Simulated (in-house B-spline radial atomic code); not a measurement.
Radial electron density of Sb⁶⁺, [Kr] 4d9. Method: scalar-relativistic (X2C) BP86, spin-polarised, spherical fractional occupations, Fermi nucleus of rms radius 4.6802 fm. Calculated with an all-electron radial atomic-structure program (B-spline basis).

One-electron X2C: radii and densities carry no picture-change correction, so inner-shell <1/r> comes out high (for 1s by about 2 % at Z = 33, 5 % at 54, 10 % at 75, 30 % at 118) and <r> low.

Columns: r (bohr), 4πr²n(r) (electrons per bohr), bar.

```
0.000849    1.895 #
 0.00103    2.579 #
 0.00125      3.5 ##
 0.00151    4.696 ##
 0.00184    6.354 ###
 0.00223    8.474 ####
  0.0027     11.2 ######
 0.00328    14.74 ########
 0.00397    19.07 ##########
 0.00482    24.44 #############
 0.00585    30.78 ################
 0.00709     37.9 ####################
  0.0086    45.56 ########################
  0.0104    53.04 ############################
  0.0127    59.93 ###############################
  0.0153    64.52 ##################################
  0.0186    66.53 ###################################
  0.0226    65.37 ##################################
  0.0274    61.84 ################################
  0.0332    58.01 ##############################
  0.0403    56.82 ##############################
  0.0489    60.78 ################################
  0.0593    69.75 ####################################
  0.0719    79.82 #########################################
  0.0872    84.66 ############################################
   0.106    79.92 ##########################################
   0.128    68.77 ####################################
   0.156    59.62 ###############################
   0.189     60.7 ################################
   0.229    67.96 ###################################
   0.278    68.75 ####################################
   0.337    55.44 #############################
   0.408    35.63 ###################
   0.495    22.95 ############
   0.601    22.07 ###########
   0.729    24.68 #############
   0.884    22.33 ############
    1.07    15.18 ########
     1.3    7.654 ####
    1.58    2.868 #
    1.91   0.8097 
    2.32    0.152 
    2.81  0.01872 
    3.41 0.001295
```

On this grid the curve has 4 maxima, near 0.0186, 0.0872, 0.278, 0.729 bohr.

The 4p down radial function P(r) = rR(r), positive near the nucleus:

```tsv
r (bohr)	P
0.00103	0.001403
0.00151	0.002632
0.00223	0.005062
0.00328	0.009742
0.00482	0.01873
0.00709	0.03578
0.0104	0.06683
0.0153	0.1213
0.0226	0.2093
0.0332	0.3275
0.0489	0.4418
0.0719	0.4505
0.106	0.2072
0.156	-0.3008
0.229	-0.694
0.337	-0.3694
0.495	0.6231
0.729	1.254
1.07	0.9174
1.58	0.3029
2.32	0.03988
3.41	0.001451
```
